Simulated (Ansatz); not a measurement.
Geometry optimisation, RKS LDA/def2-SVP in Ansatz.

The input (input.yaml):

```yaml
crystal:
  periodic: [false, false, false]
  atoms:
    - { symbol: B, position_ang: [-0.10642, 1.25077, -0.16677] }
    - { symbol: C, position_ang: [0.28858, -0.18134, 0.04121] }
    - { symbol: C, position_ang: [0.89868, -0.94874, -0.92416] }
    - { symbol: "N", position_ang: [-0.3123, -0.94125, 1.14729] }
    - { symbol: H, position_ang: [0.50195, 1.9757, -0.89609] }
    - { symbol: H, position_ang: [-1.13989, 1.70378, 0.26389] }
    - { symbol: H, position_ang: [1.45823, -0.28164, -1.64623] }
    - { symbol: H, position_ang: [0.6453, -1.97233, -0.6482] }
    - { symbol: H, position_ang: [-1.27705, -0.64762, 1.29167] }
total_charge: -1
basis:
  gaussian: { orbitals: def2-SVP }
hamiltonian:
  xc: lda
relax:
  f_tol: 0.02
  max_steps: 50
output:
  orbitals: {}
```

Launched with:

```bash
$ ansatz run input.yaml --threads 1 --pin off --max-ram 2048MiB --backend cpu --events-out ev --progress --plain --runs-dir out
```

Task: Where does it end, and by what steps?

Result: It converged. Limits of this set-up: an anion without diffuse functions, the dipole of an ion depends on the origin. After 18 steps the energy has fallen by 2.515 eV; H5 moved furthest, 1.43 Å. Joined: B1–N4.

```
step  energy less start (eV)  largest force component (eV/Å)  accepted
   0                  0.0000                           3.375       yes
   1                 -0.5831                           1.889       yes
   2                 -0.8429                           1.680       yes
   3                 -1.0575                           0.745       yes
   4                 -1.1409                           0.950       yes
   5                 -1.2835                           0.884       yes
   6                 -1.4804                           0.735       yes
   7                 -1.7608                           0.986       yes
   8                 -1.9465                           1.577       yes
   9                 -2.0880                           2.114       yes
  10                 -2.2157                           2.182       yes
  11                 -2.3811                           1.190       yes
  12                 -2.4737                           0.912       yes
  13                 -2.4942                           0.473       yes
  14                 -2.5067                           0.386       yes
  15                 -2.5120                           0.142       yes
  16                 -2.5142                           0.062       yes
  17                 -2.5146                           0.094       yes
  18                 -2.5153                           0.009       yes
```

```xyz
9
Properties=species:S:1:pos:R:3
B -0.253 1.257 0.158
C 0.372 -0.118 -0.268
C 0.783 -1.125 -1.067
N -0.105 -0.030 1.012
H 0.431 2.237 0.508
H -1.354 1.542 -0.359
H 1.111 -0.938 -2.107
H 0.815 -2.179 -0.713
H -0.843 -0.689 1.299
```

Whether the end is a true minimum wasn't checked by a vibrational analysis.

The run took 32 s on 1 thread of Arm Neoverse V1, on a shared host, peak memory 0.12 GiB.
